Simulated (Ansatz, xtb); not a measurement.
Molecule: sum formula CrOH (charge 0, sextet). The spin state was set by rule; other spins were not relaxed. 
Coordinates optimised at B3LYP-D3(BJ)/def2-TZVP (Ansatz, a first-principles code):
```xyz
3

Cr    -0.3715    -0.1885    -0.3020
O      0.9809     0.3984     0.7834
H      1.0690     1.3366     0.9803
```
Charge 0, spin multiplicity 6.

Harmonic wavenumbers from GFN2-xTB (xtb, at its own minimum), cm⁻¹: 448, 566, 3433.

Question: Give the harmonic wavenumbers at B3LYP-D3(BJ)/def2-TZVP (Ansatz, finite differences of forces, unscaled).

Answer: 619, 652, 3818 cm⁻¹. Zero-point energy 7.3 kcal/mol.

Question: From these and the geometry, give the ideal-gas thermochemistry at 298.15 K and 1 atm (rigid rotor, harmonic oscillator).

Answer: Point group Cs, rotational symmetry number 1. Rotational constants 797.1, 11.34, 11.18 GHz. S(trans) 38.61, S(rot) 18.70, S(vib) 0.79, S(elec, spin only) 3.56, S 61.7 cal/(mol K). H(298) - H(0) 2.55 kcal/mol; G - E(el) -8.6 kcal/mol.
